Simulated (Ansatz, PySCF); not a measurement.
Reaction (SMILES): [TeH][TeH] -> [Te-][TeH] + H+
Structures are relaxed separately at B3LYP-D3(BJ)/def2-TZVP in Ansatz (a quantum-chemistry and plane-wave program), one conformer each, not searched for the lowest.
Geometry of the first species:
```
Te
H 1 1.6675
Te 1 2.7310 2 95.57
H 3 1.6675 1 95.57 2 -89.92
```

Property: gas-phase deprotonation energy (enthalpy at 298 K, with B3LYP-D3(BJ) rigid-rotor harmonic-oscillator terms from PySCF), in kcal/mol. Cores are frozen in the correlated levels unless marked. No spin-orbit coupling. Frozen are the shells of the preceding noble gas and the d and f shells that filled before the atom's block. In def2 rows, elements after Kr have scalar-relativistic effective core potentials. STO-3G rows are all-electron and non-relativistic. Anions need diffuse functions: def2-D sets add few; the other sets have none. Basis-set limits of correlation are two-point, X^-3; Hartree-Fock from the larger set.

```
level                                        program  gas-phase deprotonation energy (kcal/mol)
------------------------------------  --------------  -----------------------------------------
revPBE-D3(BJ)/def2-TZVPD              Ansatz + dftd3                                      329.0
PBE0/STO-3G                                   Ansatz                                      400.3
PBE0/def2-SVP                                 Ansatz                                        [?]
PBE0-D3(BJ)/def2-TZVP                 Ansatz + dftd3                                        [?]
BHLYP-D4/def2-TZVPD                   Ansatz + dftd4                                      325.2
BHLYP/def2-TZVPD                              Ansatz                                      325.1
r2SCANh/def2-TZVPD                            Ansatz                                        [?]
M06-2X/def2-TZVPD                              PySCF                                        [?]
LC-wPBE-D4/def2-TZVPD                 Ansatz + dftd4                                      327.9
B2PLYP/def2-TZVPD                             Ansatz                                      324.0
CCSD(T)/CBS(def2-TZVPPD,def2-QZVPPD)          Ansatz                                      323.6
```

Fill in the missing entries.


- PBE0/def2-SVP, gas-phase deprotonation energy (kcal/mol): 329.7
- PBE0-D3(BJ)/def2-TZVP, gas-phase deprotonation energy (kcal/mol): 327.5
- r2SCANh/def2-TZVPD, gas-phase deprotonation energy (kcal/mol): 325.4
- M06-2X/def2-TZVPD, gas-phase deprotonation energy (kcal/mol): 321.7
